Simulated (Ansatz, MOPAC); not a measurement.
Species: CAuO (charge +1, singlet). SMILES: [Au][C+]=O

Atoms: Au1, C2, O3. Bonds: Au1-C2, C2-O3.

Bond lengths (Å) and angles (degrees) optimised at PM6 with MOPAC; PM7 with MOPAC; PBE/6-31G* with LANL2DZ past Ar with Ansatz (an electronic-structure program); B3LYP/LANL2DZ with Ansatz; B3LYP/6-31G* with LANL2DZ past Ar with Ansatz; MP2/6-31G* with LANL2DZ past Ar with Ansatz, each started from the B3LYP-D3(BJ)/def2-TZVP structure (Ansatz) of the last column. A row stands for all coordinates that are equal there. 6-31G* holds six Cartesian d functions. No wavenumbers were computed at PBE/6-31G* with LANL2DZ past Ar, B3LYP/LANL2DZ, MP2/6-31G* with LANL2DZ past Ar, so these may be saddle points.

```
coordinate    PM6    PM7  PBE/6-31G* with LANL2DZ past Ar  B3LYP/LANL2DZ  B3LYP/6-31G* with LANL2DZ past Ar  MP2/6-31G* with LANL2DZ past Ar  B3LYP-D3(BJ)/def2-TZVP
----------  -----  -----  -------------------------------  -------------  ---------------------------------  -------------------------------  ----------------------
Au1-C2      2.127  2.074                            1.901          1.946                              1.949                            2.006                   1.952
C2-O3       1.123  1.132                            1.140          1.150                              1.127                            1.142                   1.115
Au1-C2-O3   180.0  180.0                            180.0          180.0                              180.0                            180.0                   180.0
```

Mean signed difference of all 2 bond lengths from B3LYP-D3(BJ)/def2-TZVP: PM6 0.091 Å, PM7 0.069 Å, PBE/6-31G* with LANL2DZ past Ar -0.012 Å, B3LYP/LANL2DZ 0.015 Å, B3LYP/6-31G* with LANL2DZ past Ar 0.004 Å, MP2/6-31G* with LANL2DZ past Ar 0.040 Å.
